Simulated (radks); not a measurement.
Neutral nitrogen inside a hard spherical wall (all orbitals vanish at R), configuration held at [He] 2s2 2p3 and not refilled when levels cross. Method: non-relativistic Kohn-Sham, PBE, spin-polarised, spherical densities, point nucleus; open shells are filled with parallel spins first; computed with a radial shooting solver on a logarithmic mesh with Libxc functionals. Eigenvalues in eV for spin up, with the zero of energy where the potential of the charges vanishes at infinity; a dash marks a level that is unbound or too diffuse for the functional's potential to be trusted. A positive occupied level is held by the wall or, in an anion where self-interaction has pushed it up, behind a barrier. The pressure on the wall is -dE/dV.

R (bohr)  E (hartree)  kinetic (hartree)    e(1s)    e(2s)   e(2p)  e(3s, empty)  e(3p, empty)  pressure (GPa)
free        -54.53576             54.382  -383.93  -19.852  -8.304             -             -               0
20          -54.53576             54.382  -383.93  -19.852  -8.304             -             -        < 0.0001
15          -54.53576             54.382  -383.93  -19.852  -8.304             -             -        < 0.0001
12          -54.53576             54.382  -383.93  -19.852  -8.304        -0.106         1.093        < 0.0001
8           -54.53567             54.383  -383.92  -19.843  -8.295         0.875         2.834         0.00473
7           -54.53536             54.386  -383.88  -19.817  -8.268         1.725         4.076          0.0301
6           -54.53381             54.399  -383.74  -19.727  -8.169         3.385         6.287           0.203
1.5         -47.52803             72.734  -317.16   48.923  56.934        295.60        253.28           17600
